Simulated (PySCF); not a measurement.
Some computed properties have been withheld. Give your best values.

C5H10O3Si.
SMILES: `CC(=O)O[C@@H]1CO[SiH2]C1`

```json
{"property": "point group", "level": "PBE0-D3(BJ)/def2-SVP", "value": "?"}
{"property": "rotational constants A, B, C", "level": "PBE0-D3(BJ)/def2-SVP", "value": "?"}
{"property": "dipole moment", "level": "wB97X-D/def2-SVPD", "value": "?"}
{"property": "HOMO energy", "level": "wB97X-D/def2-SVPD", "value": "?"}
{"property": "LUMO energy", "level": "wB97X-D/def2-SVPD", "value": "1.89 eV"}
{"property": "lowest singlet excitation", "level": "TDDFT wB97X-D/def2-SVPD", "value": "?"}
{"property": "strongest line among the 10 lowest singlet transitions", "level": "TDDFT wB97X-D/def2-SVPD", "value": "S6 at 8.12 eV (153 nm, f = 0.076)"}
{"property": "lowest triplet excitation (Tamm–Dancoff)", "level": "TDA wB97X-D/def2-SVPD", "value": "?"}
{"property": "static isotropic polarisability", "level": "wB97X-D/def2-SVPD", "value": "91.4 au"}
{"property": "vertical ionisation energy", "level": "ΔSCF wB97X-D/def2-SVPD", "value": "10.14 eV"}
{"property": "electronic spatial extent ⟨r²⟩ about the centre of nuclear charge", "level": "wB97X-D/def2-SVPD", "value": "1532 bohr²"}
{"property": "13C chemical shifts (computed TMS as zero) by class", "level": "GIAO CAM-B3LYP/pcSseg-1", "value": "?"}
{"property": "1H chemical shifts (computed TMS as zero) by class", "level": "GIAO CAM-B3LYP/pcSseg-1", "value": "4.98 (1 H), 4.94 (1 H), 4.90 (1 H), 4.29 (1 H), 3.58 (1 H), 2.01 (3 H), 1.04 (1 H), 0.99 (1 H) ppm"}
{"property": "isotropic shieldings of nuclei other than C and H, by class", "level": "GIAO CAM-B3LYP/pcSseg-1", "value": "-127 (1 O), 108 (1 O), 319 (1 O), 339 (1 Si) ppm"}
```

Electronic properties: PySCF, gas phase, density fitting. The structure is a single PBE0-D3(BJ)/def2-SVP conformer in the gas phase; no vibrational or solvent corrections. NMR classes are plain means over equivalent atoms (diastereotopic ones count apart unless rotation or inversion swaps them), as if these changed places fast; in this geometry the members of some classes differ.

Task: Give the dipole moment.

Result: 2.24 D.

Task: What is the HOMO energy?

Result: -9.90 eV.

Task: The 13C chemical shifts (computed TMS as zero) by class?

Result: 178.2 (1 C), 75.9 (1 C), 74.5 (1 C), 22.7 (1 C), 16.4 (1 C) ppm.

Task: Give the lowest triplet excitation (Tamm–Dancoff).

Result: 5.46 eV.

Task: The rotational constants A, B, C?

Result: 2.837, 0.863, 0.816 GHz.

Task: The point group?

Result: C1.

Task: The lowest singlet excitation?

Result: 5.95 eV (208 nm, f = 0.001).

The polarisability is 13.55 Å³ as a volume (1 au = 0.148185 Å³), or 1.17 au for each of the 78 electrons. In wavenumbers S1 is 48000 cm⁻¹ (1 eV = 8065.54 cm⁻¹). The vertical singlet–triplet gap S1 − T1 is 0.49 eV (TDDFT singlet less Tamm–Dancoff triplet; S1: HOMO−1→LUMO, weight 0.61; T1: HOMO−1→LUMO, weight 0.61). The dipole equals about 7.5 × 10⁻³⁰ C·m (1 D = 3.33564 × 10⁻³⁰ C·m). No computed singlet falls in the visible range (750 to 380 nm, 1.65 to 3.26 eV); S1 lies 2.69 eV above its blue end.
